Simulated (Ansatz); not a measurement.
Species: CH6Si2, SMILES `C[SiH]=[SiH2]` (charge 0, multiplicity 1).

### Question
Give a relaxed geometry from PBE0-D3(BJ)/def2-TZVP in Ansatz (a first-principles code).

### Answer
the end point of this relaxation (outside a Z-matrix the atoms follow the SMILES, hydrogens last).
Cartesian coordinates (Å) in one orientation:
```xyz
9

C      1.567    -0.221     0.157
Si    -0.042     0.682    -0.139
Si    -1.973    -0.245    -0.041
H      1.413    -1.299     0.097
H      1.977     0.021     1.140
H      2.305     0.064    -0.597
H      0.048     2.152     0.047
H     -3.182     0.545    -0.370
H     -2.114    -1.699    -0.294
```
